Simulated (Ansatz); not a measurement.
A nudged elastic band was laid between two geometries of ClH6N3Ti + H2S (14 atoms, charge 0, multiplicity 1).

Theory: RKS PBE/def2-SVP (Ansatz 0.2.0).

```
movable images  : 9
climbing image  : yes
spring          : 5.0 eV/Å²
optimiser       : quadratic models (default)
start path      : through a guess of the saddle point
force threshold : 0.05 eV/Å
iteration limit : 60
end points      : relaxed
```

First end point:

```xyz
14
Properties=species:S:1:pos:R:3
Ti 0.499 -0.069 0.269
Cl 1.748 -0.294 2.120
N 1.543 -0.019 -1.287
H 2.339 -0.653 -1.432
H 1.527 0.696 -2.022
N -0.530 1.481 0.253
H -1.539 1.492 0.025
H -0.205 2.406 0.560
N -0.742 -1.512 0.048
H -1.130 -2.000 0.867
H -0.753 -2.154 -0.754
S -3.686 0.185 -0.526
H -2.530 -0.571 -0.371
H -3.942 0.139 0.810
```

Last end point:

```xyz
14
Properties=species:S:1:pos:R:3
Ti -0.544 0.268 -0.482
Cl 0.282 -2.035 2.263
N 1.242 0.481 0.018
H 1.760 -0.252 0.521
H 1.747 1.375 0.072
N -1.095 1.430 -1.849
H -2.053 1.453 -2.220
H -0.574 2.234 -2.217
N -1.000 -1.503 -0.856
H -0.686 -2.223 -0.188
H -1.566 -1.915 -1.605
S -1.632 0.733 1.630
H -2.750 0.015 1.319
H -0.530 -0.932 2.155
```

(1) What changes between the two ends?

(2) Give the energies along the band, and the barrier.

(3) What is the geometry of the highest image?

Answers

(1) Bonds broken: Ti1–Cl2, S12–H14. Bonds formed: Ti1–S12, Cl2–H14. ClH6N3Ti + H2S becomes ClH + H7N3STi.

(2) The run converged. The highest image is number 9 of 0 to 10, 0.75 eV above the first end and 0.18 eV above the last; the last end lies 0.57 eV above the first. The profile has 2 maxima (images 5, 9) with wells between them (image 6): this band takes more than one step, which may be the mechanism or a detour left from its start path. A vibrational analysis at the climbing image gives one clearly imaginary mode, 144i cm⁻¹: a first-order saddle point. The orbitals stay closed-shell, which can raise the energy where a bond breaks towards radicals; this wasn't checked here.

| image | path coordinate (Å) | energy (eV) | Ti1–Cl2 (Å) | S12–H14 (Å) | Ti1–S12 (Å) |
| --- | --- | --- | --- | --- | --- |
| 0 | 0.00 | 0.00 | 2.24 | 1.36 | 4.27 |
| 1 | 1.39 | 0.03 | 2.24 | 1.36 | 4.23 |
| 2 | 2.78 | 0.11 | 2.25 | 1.36 | 4.14 |
| 3 | 4.17 | 0.16 | 2.26 | 1.37 | 4.12 |
| 4 | 5.55 | 0.18 | 2.28 | 1.37 | 4.13 |
| 5 | 6.94 | 0.22 | 2.28 | 1.37 | 4.15 |
| 6 | 8.33 | 0.03 | 2.28 | 1.37 | 3.95 |
| 7 | 9.72 | 0.21 | 2.31 | 1.38 | 3.64 |
| 8 | 11.11 | 0.48 | 2.44 | 1.41 | 2.88 |
| 9 | 12.50 | 0.75 | 2.85 | 1.72 | 2.56 |
| 10 | 14.22 | 0.57 | 3.68 | 2.06 | 2.42 |

(3) 
```xyz
14
Properties=species:S:1:pos:R:3:forces:R:3
Ti -0.427 0.076 -0.154 -0.01 -0.01 -0.01
Cl 0.058 -1.576 2.117 0.00 -0.01 0.00
N 1.417 0.411 -0.216 0.00 0.00 0.00
H 2.177 -0.274 -0.292 0.00 0.00 0.00
H 1.803 1.329 0.041 0.00 0.00 0.00
N -1.052 1.290 -1.440 -0.01 0.00 0.00
H -2.039 1.541 -1.570 0.00 0.00 0.00
H -0.464 1.844 -2.071 0.01 0.00 0.00
N -0.911 -1.571 -0.902 0.00 0.02 0.00
H -0.726 -2.433 -0.376 0.00 -0.01 0.00
H -1.340 -1.757 -1.813 0.00 0.00 0.00
S -1.992 0.817 1.731 0.00 0.01 0.00
H -2.910 -0.082 1.273 0.00 0.00 0.00
H -0.996 -0.488 2.232 0.00 0.00 -0.01
```

Time of the run: 15 min on 4 threads of Intel(R) Xeon(R) Processor @ 2.50GHz (Skylake/Cascade Lake), with other jobs on the host, peak memory 0.27 GiB.
